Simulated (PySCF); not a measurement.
# Reading the logs of faulty runs: Al2H4NO

These are calculations, not measurements. They come from PySCF 2.14.0, an open-source quantum chemistry program, on an isolated molecule that a program drew, which may never have been made. The molecule is Al2H4NO (charge 0, doublet), drawn as the SMILES string `[OH][Al][NH][AlH2]`.

Each row is a Hartree-Fock (HF) and frozen-core CCSD(T) single point in the cc-pV(D+d)Z basis, meant for a local HF minimum. Run 1 is clean. Each other run has one planted mistake out of seven kinds, and not every kind appears here: one electron removed, one electron added, multiplicity raised by two, geometry at a saddle point, minimal basis STO-3G, one bond length entered in bohr, all coordinates scaled. The reference is restricted for singlets and unrestricted otherwise, and also for a bond in bohr. Adding or removing an electron swaps singlet and doublet. Electrons count all cores. HOMO and LUMO are orbital energies over both spins, the gradient is its largest component, and the lowest frequency (negative if imaginary) is given only where the gradient is small. Bond lengths are over the 7 bonds as drawn. T1 is the CCSD diagnostic: over 0.02 (restricted) or 0.045 (unrestricted) a single reference is doubtful.

Geometry of the clean run:
```xyz
8
Al2H4NO, angstrom
O     2.2163    0.6886    0.8694
Al    0.6797    0.7977    1.5759
N    -0.3441   -0.6661    1.7511
Al   -1.9751   -0.8794    2.4386
H     2.6789   -0.0546    0.5197
H     0.0788   -1.5140    1.3987
H    -2.7186    0.3888    3.0135
H    -2.6325   -2.3164    2.4571
```

```
run,electrons,basis functions,<S^2>,HOMO (eV),LUMO (eV),gradient (hartree/bohr),lowest frequency (cm^-1),mean bond (Å),longest bond (Å),T1,HF (hartree),CCSD(T) (hartree),mistake
1,45,94,0.752,-8.49,1.36,4.0e-05,78,1.4836,1.795,0.0160,-615.57873,-616.09007,no fault
2,45,32,0.753,-4.81,7.71,5.5e-02,-,1.4836,1.795,0.0205,-607.95573,-608.12776,minimal basis STO-3G
3,44,94,0.000,-15.38,-7.13,7.2e-02,-,1.4836,1.795,0.0173,-615.29115,-615.80075,?
4,46,94,0.000,-0.20,5.69,6.3e-02,-,1.4836,1.795,0.0199,-615.55412,-616.10455,?
```

**Which mistake was planted in run 3, and what did it cost?**

It counts 44 electrons, one fewer than the clean run, at the same geometry and basis. So the mistake is: one electron removed. Subtracting run 1 and multiplying by 627.51 kcal/mol a hartree, the energy moved by 180.5 kcal/mol in HF and 181.6 kcal/mol in CCSD(T).

**Which mistake was planted in run 4, and what did it cost?**

It counts 46 electrons, one more than the clean run, at the same geometry and basis. So the mistake is: one electron added. Subtracting run 1 and multiplying by 627.51 kcal/mol a hartree, the energy moved by 15.4 kcal/mol in HF and -9.1 kcal/mol in CCSD(T).

